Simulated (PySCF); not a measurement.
# Excitation energy of Co by level of theory

Co [Ar] 3d7 4s2 (4F) → Co [Ar] 3d7 4s1 4p1 (high-spin determinant), as a difference of total energies. Computed with PySCF 2.14 in x2c-TZVPPall with one added diffuse shell each of s, p, d, f type (7s6p5d3f1g, 80 functions), with scalar relativity by spin-free X2C-1e. Correlated levels: valence: [Ar] frozen; valence and next inner shell: [Ne] frozen. The calculations carry no spin-orbit coupling.

| method | excitation energy (eV) |
| --- | --- |
| UHF | 1.797 |
| LDA | 3.299 |
| PBE | 3.076 |
| PBE0 | 2.844 |
| r2SCAN | 2.751 |
| wB97X | 3.609 |
| r2SCANh | 2.719 |
| M06-2X | 3.341 |
| TPSS | 2.889 |
| MP2 (valence) | 2.745 |
| SCS-MP2 (valence) | 2.989 |
| MP2 (valence and next inner shell) | 2.835 |
| SCS-MP2 (valence and next inner shell) | 3.009 |

How much does correlation contribute at MP2 (valence and next inner shell)?

2.835 − (1.797) = 1.038 eV, measured against UHF.

A first-order spin-orbit estimate (lowest level to lowest level, LS coupling) adds 0.017 eV.

The determinant of the upper state mixes LS terms, which raises its energy above the lowest term, most at the Hartree-Fock and MP2 levels.
